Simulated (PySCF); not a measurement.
## Potential energy of Pb₂⁺ along the bond

Set-up: basis Pb cc-pVDZ-PP with ECP60; scalar-relativistic core potentials; PySCF 2.14. Energies in eV from Pb⁺ + Pb in their ground configurations at the same level. State: ⁴Σg⁻ (quartet), unpaired electrons σ ↑, π ↑↑.

All columns are PBE0.

| R (Å) | E (eV) | HOMO (eV) | LUMO (eV) | Mayer bond order | ⟨S²⟩ |
| --- | --- | --- | --- | --- | --- |
| 2.529 | -1.780 | -11.29 | -8.50 | 1.68 | 3.75 |
| 2.647 | -2.216 | -11.04 | -8.51 | 1.65 | 3.75 |
| 2.764 | -2.443 | -10.81 | -8.51 | 1.62 | 3.75 |
| 2.853 | -2.518 | -10.65 | -8.48 | 1.60 | 3.75 |
| 2.941 | -2.536 | -10.50 | -8.46 | 1.58 | 3.75 |
| 3.029 | -2.511 | -10.37 | -8.42 | 1.57 | 3.75 |
| 3.147 | -2.433 | -10.20 | -8.36 | 1.55 | 3.75 |
| 3.294 | -2.288 | -10.02 | -8.27 | 1.54 | 3.75 |
| 3.470 | -2.080 | -9.82 | -8.16 | 1.53 | 3.75 |
| 3.706 | -1.786 | -9.61 | -7.99 | 1.51 | 3.75 |

These are scalar-relativistic numbers at best; spin–orbit coupling would shift them, the dissociation energy most. The state is the lowest determinant that a PBE0 search found; another state may lie lower at other levels.
